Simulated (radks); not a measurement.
Problem. Cd2+, configuration [Kr] 4d10 (the NIST ground configuration). All-electron calculation, Dirac Kohn-Sham, LDA (Slater exchange, Perdew-Zunger correlation), spin-unpolarised, spherical densities, finite nucleus; Fermi nuclear charge, rms radius 4.6087 fm. Program: a radial shooting solver on a logarithmic mesh with Libxc functionals. Some entries of the table are withheld. Estimate them.

orbital  occ.  eigenvalue (eV)  <r^2> (bohr^2)  <r> (bohr)
1s1/2       2              (1)             (2)     0.03043
2s1/2       2        -3949.436         0.02041      0.1314
2p1/2       2        -3680.328         0.01521      0.1113
2p3/2       4        -3488.147         0.01653      0.1164
3s1/2       2        -751.0346          0.1473      0.3587
3p1/2       2              (3)          0.1424      0.3499
3p3/2       4              (4)          0.1513      0.3609
3d3/2       4        -416.6948             (5)      0.3329
3d5/2       6        -409.7135             (6)      0.3364
4s1/2       2        -124.7782          0.8761      0.8789
4p1/2       2              (7)           1.009      0.9383
4p3/2       4              (8)           1.079      0.9698
4d3/2       4         -31.1367           1.856         (9)
4d5/2       6         -30.4134           1.908        (10)

Solution. 
(1) 1s1/2 eigenvalue (eV): -26494.94
(2) 1s1/2 <r^2> (bohr^2): 0.001252
(3) 3p1/2 eigenvalue (eV): -643.0080
(4) 3p3/2 eigenvalue (eV): -608.6888
(5) 3d3/2 <r^2> (bohr^2): 0.1320
(6) 3d5/2 <r^2> (bohr^2): 0.1347
(7) 4p1/2 eigenvalue (eV): -90.0498
(8) 4p3/2 eigenvalue (eV): -84.1547
(9) 4d3/2 <r> (bohr): 1.244
(10) 4d5/2 <r> (bohr): 1.261
